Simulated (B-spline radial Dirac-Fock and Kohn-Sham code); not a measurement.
# Muonic X-ray lines of ¹⁵⁵Ho

Nucleus: ¹⁵⁵Ho, Fermi distribution (skin thickness 2.3 fm), rms radius 5.1076 fm (measured, Angeli and Marinova 2013).

Model: the Dirac equation of a negative muon with reduced mass in the field of a spherical finite nucleus, with the Uehling potential to all orders; nuclear polarisation, deformation, hyperfine structure, self-energy, higher-order vacuum polarisation, relativistic recoil and electron screening are left out. Program: a B-spline atomic structure program. For strongly deformed nuclei the low levels mix with nuclear rotations, which this model lacks.

```tsv
transition	energy (keV)	point nucleus, no QED (keV)
2p3/2 → 1s1/2	4919	10280
2p1/2 → 1s1/2	4807	10050
3p3/2 → 1s1/2	6657	12050
3d5/2 → 2p3/2	1731	1792
3d3/2 → 2p1/2	1824	1995
4f7/2 → 3d5/2	623.3	619.9
4f5/2 → 3d3/2	638.6	635.3
5g9/2 → 4f7/2	286.9	285.7
6h11/2 → 5g9/2	155.3	154.9
```

The 2p fine-structure splitting is 112.0 keV, and 2s lies 696.2 keV above 2p1/2.

Values without a named source are computed, but for edge energies of neutral atoms, which are taken from tables.
